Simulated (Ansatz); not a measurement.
Input for Ansatz (a first-principles code): R-B3LYP/def2-TZVPP on FH4NSi (SMILES N[SiH2]F), a point of a torsion scan.

Ansatz 0.2 input:
```yaml
crystal:
  periodic: [false, false, false]
  atoms:
    - {symbol: N, position_ang: [1.02221956, -0.13671452, -0.16615693]}
    - {symbol: Si, position_ang: [-0.65194767, 0.08969381, 0.09866763]}
    - {symbol: F, position_ang: [-1.18738045, 0.89150012, -1.18838767]}
    - {symbol: H, position_ang: [1.50693685, -0.93324779, 0.20554565]}
    - {symbol: H, position_ang: [1.64248450, 0.64475354, -0.29320412]}
    - {symbol: H, position_ang: [-1.02740058, 0.95040943, 1.21430884]}
    - {symbol: H, position_ang: [-1.27640279, -1.22010842, 0.08171468]}
basis:
  gaussian:
    orbitals: def2-TZVPP
hamiltonian:
  xc: {name: B3LYP}
scf: {lower_state_search: off}
```

Problem. Give the final energy of this run.

Solution. -446.6924 hartree.
